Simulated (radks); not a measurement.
Valence configurations of Cd+ (all share [Kr]). Method: scalar-relativistic Kohn-Sham, r2SCAN, spin-polarised, spherical densities, finite nucleus; open shells are filled with parallel spins first (spin-orbit coupling, left out, can overturn this in heavy ions); meta-GGA in the generalised Kohn-Sham scheme; Fermi nuclear charge, rms radius 4.6087 fm; computed with a radial shooting solver on a logarithmic mesh with Libxc functionals. Energies are relative to 4d10 5s1; eigenvalues in eV for spin up.

[
 {"valence": "4d10 5s1", "E (eV)": "0.000", "moment (Bohr magnetons)": "1", "e(4d)": "-21.011", "e(5p)": "-", "e(5s)": "-13.715"},
 {"valence": "4d9 5s1 5p1", "E (eV)": "14.448", "moment (Bohr magnetons)": "3", "e(4d)": "-27.044", "e(5p)": "-9.885", "e(5s)": "-16.767"},
 {"valence": "4d10 5s0.5 5p0.5", "E (eV)": "3.026", "moment (Bohr magnetons)": "1", "e(4d)": "-21.779", "e(5p)": "-8.000", "e(5s)": "-13.943"},
 {"valence": "4d9 5s1.5 5p0.5", "E (eV)": "12.274", "moment (Bohr magnetons)": "2", "e(4d)": "-26.390", "e(5p)": "-9.132", "e(5s)": "-15.913"},
 {"valence": "4d10 5p1", "E (eV)": "5.979", "moment (Bohr magnetons)": "1", "e(4d)": "-22.530", "e(5p)": "-8.420", "e(5s)": "-"},
 {"valence": "4d8 5s1 5p2", "E (eV)": "31.529", "moment (Bohr magnetons)": "5", "e(4d)": "-32.972", "e(5p)": "-11.764", "e(5s)": "-19.389"},
 {"valence": "4d9 5s2", "E (eV)": "9.372", "moment (Bohr magnetons)": "1", "e(4d)": "-25.619", "e(5p)": "-", "e(5s)": "-14.897"},
 {"valence": "4d9.5 5s1 5p0.5", "E (eV)": "6.915", "moment (Bohr magnetons)": "2", "e(4d)": "-24.047", "e(5p)": "-8.792", "e(5s)": "-15.307"},
 {"valence": "4d8 5s1.5 5p1.5", "E (eV)": "29.633", "moment (Bohr magnetons)": "4", "e(4d)": "-32.443", "e(5p)": "-11.230", "e(5s)": "-18.734"},
 {"valence": "4d9.5 5s1.5", "E (eV)": "4.553", "moment (Bohr magnetons)": "1", "e(4d)": "-23.306", "e(5p)": "-", "e(5s)": "-14.342"}
]

NIST lists [Kr] 4d10 5s1 as the ground configuration; this level of theory agrees among the configurations tried. The energies are those of spherical high-spin densities, not of single terms.
